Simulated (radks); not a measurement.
Removal energies from the promethium ion Pm+, [Xe] 4f5 6s1, by Delta-SCF beside the eigenvalue of the level emptied. All-electron calculation, scalar-relativistic Kohn-Sham, PBEsol, spin-polarised, spherical densities, finite nucleus; Fermi nuclear charge, rms radius of each element as measured or else 0.836 A^(1/3) + 0.57 fm. Program: a radial shooting solver on a logarithmic mesh with Libxc functionals. Open shells are filled with parallel spins first.

| removed from | final configuration | Delta-SCF (eV) | -eigenvalue (eV) |
|---|---|---|---|
| 6s | [Xe] 4f5 | 11.155 | 8.727 |
| 4f | [Xe] 4f4 6s1 | 16.686 | 9.242 |
| 5p | [Kr] 4d10 4f5 5s2 5p5 6s1 | 32.750 | 27.503 |
| 5s | [Kr] 4d10 4f5 5s1 5p6 6s1 | 52.192 | 46.405 |
